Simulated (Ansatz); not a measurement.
Cost and result for the atomization energy of `C[N]([GeH3])[SiH](O)F` (14 atoms, 13 bonds).

```xyz
14

C    -1.666   -0.546   -0.022
N    -0.296   -0.049   -0.030
Ge   -0.110    1.748   -0.434
Si    0.986   -1.055    0.414
O     2.309   -0.584   -0.422
F     1.388   -0.968    1.965
H    -2.267   -0.086    0.770
H    -1.683   -1.628    0.138
H    -2.166   -0.355   -0.978
H     1.329    2.175   -0.138
H    -0.470    1.960   -1.916
H    -1.113    2.522    0.441
H     0.602   -2.465    0.194
H     3.156   -0.671    0.017
```

The species carries charge 0 and has multiplicity 1. Correlated methods include outer-core shells of Ge, which these sets cover unevenly. Scalar relativity is left out up to krypton. All single points use the PBE0-D4/def2-TZVP geometry. It is one conformer, not always the lowest. Program: Ansatz. All runs use 2 threads of an AMD EPYC 7R13 on a shared host and a share of an NVIDIA H100 80 GB. Times are those of one run each, without the atoms' runs, and a repeat can differ threefold. Electronic energies, without spin–orbit coupling; frozen cores. CCSD(T)/CBS adds CCSD(T) − MP2 in def2-TZVPP to the MP2 limit, and its time is that of the two runs behind it. T1 = 0.012. With those shells the extrapolation isn't a true limit. B3LYP takes the VWN-RPA correlation (the form of Gaussian; ORCA's B3LYP/G).

CCSD(T)/CBS is a level of theory with its own doubt, some kJ/mol a heavy atom from the limit and from the frozen cores, so smaller differences don't rank the functionals.

| level | functions | wall time |
| --- | --- | --- |
| r2SCAN-D4/def2-TZVPP (with forces) | 326 | 9 s |
| B3LYP-D4/def2-TZVPP (with forces) | 326 | 11 s |
| ωB97M-V/def2-TZVPP (with forces) | 326 | 11 s |
| PBE-D4/def2-TZVPP (with forces) | 326 | 11 s |
| ωB97X-V/def2-TZVPP | 326 | 12 s |
| B2PLYP/def2-TZVPP | 326 | 12 s |
| PBE0-D4/def2-TZVPP | 326 | 12 s |
| MP2/def2-QZVPP | 627 | 15 s |
| CCSD(T)/def2-TZVPP | 326 | 16 s |
| CCSD(T)/CBS(def2) | – | 31 s |

Q: What atomization energy does each give, and how far from CCSD(T)/CBS? (An estimate is asked.)

A: Computed: 
```csv
level,atomization (kJ/mol),difference from CCSD(T)/CBS,per bond
r2SCAN-D4/def2-TZVPP (with forces),4999.0,-33.0,-2.5
B3LYP-D4/def2-TZVPP (with forces),4992.0,-40.0,-3.1
ωB97M-V/def2-TZVPP (with forces),5011.8,-20.2,-1.6
PBE-D4/def2-TZVPP (with forces),5039.4,7.4,0.6
ωB97X-V/def2-TZVPP,5032.9,0.9,0.1
B2PLYP/def2-TZVPP,4947.7,-84.3,-6.5
PBE0-D4/def2-TZVPP,4959.4,-72.6,-5.6
MP2/def2-QZVPP,5049.3,17.3,1.3
CCSD(T)/def2-TZVPP,4897.8,-134.2,-10.3
CCSD(T)/CBS(def2),5032.0,0.0,0.0
```

In def2-TZVPP, CCSD(T) changes the Hartree–Fock value by +1291.3 kJ/mol (the triples alone add +68.5 kJ/mol) and MP2 by +1362.2 kJ/mol; breaking electron pairs costs correlation energy, which Hartree–Fock lacks. From PBE to PBE0 (25 % exact exchange), in def2-TZVPP and without D4, the atomization energy moves by −74.9 kJ/mol: exact exchange takes away binding that semilocal exchange gives to molecules. The D4 term adds +54.7 kJ/mol with B3LYP and +29.0 kJ/mol with PBE0; it sums over pairs of atoms, weighted by their polarisabilities, and B3LYP, whose exchange is more repulsive, gets the larger term.
